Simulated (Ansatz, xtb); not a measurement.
**AlBF2H2N+: which of two structures lies lower**

We compare X, a singlet given by its coordinates, with Y, a singlet given by its coordinates. Both are isolated ions in the gas phase, relaxed with B3LYP-D3(BJ)/def2-SVP.

X (Å):

```xyz
7

Al   -1.0271    1.4154    0.2040
B    -3.2803    0.8869    0.6606
F    -4.5335    0.7994    0.9120
F    -2.7101    2.2524    0.5298
N    -2.1761    0.0641    0.4503
H    -2.1944   -0.9521    0.4665
H     0.2916    2.1705   -0.0687
```

Close contacts (Å): Al1–F4 1.91, Al1–N5 1.79, B2–F3 1.28, B2–F4 1.49, B2–N5 1.39, Al1–H7 1.54, N5–H6 1.02.

Y (Å):

```
atom    x (Å)   y (Å)    z (Å)
  Al   0.0081  3.9000  -1.1032
   B  -2.5694  3.2771  -0.3237
   F   0.9469  3.9205  -2.4317
   F   0.1060  4.2429   0.4948
   N  -1.7686  3.3153  -1.3581
   H  -2.0667  3.0400  -2.3032
   H  -3.2472  3.2631   0.6455
```

Close contacts (Å): Al1–F3 1.63, Al1–F4 1.64, Al1–N5 1.89, B2–N5 1.31, B2–H7 1.18, N5–H6 1.03.

Question: Which of the two would you expect CCSD(T)/def2-SVP + ΔMP2/def2-TZVPP electronic energies to favour?

Answer: Too close to call at this level: CCSD(T)/def2-SVP + ΔMP2/def2-TZVPP gives E(Y) − E(X) = −2.32 kJ/mol.

Level by level:

```tsv
level	geometry	E(Y) − E(X) (kJ/mol)	departure from the last row (kJ/mol)	job, with rough time for the two
B3LYP-D3(BJ)/def2-SVP	B3LYP-D3(BJ)/def2-SVP	+39.35	+41.67	optimisation, 52 s
HF/def2-SVP	B3LYP-D3(BJ)/def2-SVP	+10.82	+13.14	part of the CCSD(T) run
MP2/def2-SVP	B3LYP-D3(BJ)/def2-SVP	+25.46	+27.78	part of the CCSD(T) run
CCSD(T)/def2-SVP	B3LYP-D3(BJ)/def2-SVP	+29.14	+31.46	single point
CCSD(T)/def2-SVP + ΔMP2/def2-TZVPP	B3LYP-D3(BJ)/def2-SVP	−2.32		single point, 23 s
```

The largest departure from CCSD(T)/def2-SVP + ΔMP2/def2-TZVPP is that of B3LYP-D3(BJ)/def2-SVP, 41.67 kJ/mol. Levels run at GFN2-xTB geometries aren't shown. The last row adds to CCSD(T) the change of the MP2 difference between the two basis sets, here −31.46 kJ/mol, a large step that makes the value less sure.

With harmonic frequencies from B3LYP-D3(BJ)/def2-SVP (ideal gas, rigid rotor, one conformer each, 200 K, 1 atm): the zero-point term adds −2.74 kJ/mol; ΔH is −2.97 and ΔG −8.01 kJ/mol.

The correlated steps freeze 9 core orbitals. Codes used: Ansatz 0.2.0; the last row on 1 thread of Arm Neoverse V2 on a shared host.
